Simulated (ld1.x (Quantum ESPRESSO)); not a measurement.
# P: excitation energies, all-electron against TM

P, norm-conserving Troullier–Martins (Kleinman–Bylander form), made with ld1.x (Quantum ESPRESSO) 7.5 (PBEsol, scalar-relativistic). Core [He], reference 2s2 2p6 3s2 3p3. Waves: 2p (bound): rc 0.70 bohr; 2s (bound): rc 0.45 bohr. Local part: the s channel. Core correction: none.

Occupied shells without a wave of their own: 3p, 3s. They enter only through the test configuration that unscreens the potential.

Energies are relative to the spin-unpolarised reference configuration 2s2 2p6 3s2 3p3; without spin polarisation the order of configurations can differ from experiment.

```json
{"valence configuration": "2s2 2p6 3s2 3p2", "charge": "+1", "ΔE all-electron (eV)": "9.698", "error AE − PS (meV)": "+99"}
{"valence configuration": "2s2 2p6 3s2 3p1", "charge": "+2", "ΔE all-electron (eV)": "28.810", "error AE − PS (meV)": "+253"}
{"valence configuration": "2s2 2p6 3s2 3p2.5", "charge": "+0.5", "ΔE all-electron (eV)": "3.760", "error AE − PS (meV)": "+43"}
{"valence configuration": "2s2 2p5 3s2 3p3", "charge": "+1", "ΔE all-electron (eV)": "140.141", "error AE − PS (meV)": "+85"}
{"valence configuration": "2s1 2p6 3s2 3p3", "charge": "+1", "ΔE all-electron (eV)": "188.131", "error AE − PS (meV)": "-122"}
```

What are ΔE and the potential's error for 2s2 2p6 3s2 3p0?

ΔE = 58.515 eV all-electron; the error (AE − PS) is +477 meV.

What are ΔE and the potential's error for 2s2 2p6 3s1 3p4?

ΔE = 8.509 eV all-electron; the error (AE − PS) is -119 meV.

Levels in the configuration 2s2 2p6 3s2 3p1:

```csv
level,all-electron (eV),pseudo (eV)
2s,-197.083,-196.921
2p,-147.905,-147.707
3s,-33.897,-33.868
3p,-24.240,-24.053
```

The 3p, 3s levels have no wave, so the channel is fitted at the deeper level alone: the likely source of the large errors.
